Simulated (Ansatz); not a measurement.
C$_{3}$H$_{11}$BS, SMILES `C[B-](C)(C)[SH2+]` at its PBE0-D4/def2-TZVP geometry, where that method's forces vanish. Total charge 0; spin multiplicity 1.

```xyz
16

C    -0.2717    0.3392   -1.4860
B    -0.1084   -0.1662    0.0187
C     0.7875   -1.4686    0.2498
C    -1.3684    0.0186    0.9832
S     1.2736    1.3911    0.9251
H     0.6623    0.3535   -2.0574
H    -0.9343   -0.3673   -2.0033
H    -0.7443    1.3226   -1.5792
H     1.0162   -1.6745    1.3001
H     1.7274   -1.4737   -0.3125
H     0.2124   -2.3301   -0.1133
H    -1.8542    0.9971    0.9063
H    -1.1567   -0.1762    2.0392
H    -2.1230   -0.7190    0.6807
H     2.2101    1.4451   -0.0367
H     0.6715    2.5086    0.4853
```

What forces (eV/Å) does B3LYP-D4/def2-TZVPP give on these atoms in Ansatz 0.2.0? (An estimate is asked.)

Computed: 
```
C1  -0.024  0.008 -0.086
B2  -0.105 -0.122 -0.055
C3   0.025 -0.088  0.001
C4  -0.083 -0.015  0.037
S5   0.148  0.189  0.047
H6  -0.044  0.009  0.020
H7   0.025  0.032  0.009
H8   0.028 -0.041 -0.004
H9  -0.001  0.003 -0.049
H10 -0.035 -0.004  0.032
H11  0.032  0.020  0.016
H12  0.019 -0.042  0.013
H13 -0.018  0.015 -0.044
H14  0.016  0.031  0.022
H15  0.010  0.003  0.020
H16  0.008  0.003  0.020
```

B3LYP here is the variant with VWN-RPA as its local correlation; programs differ in this.
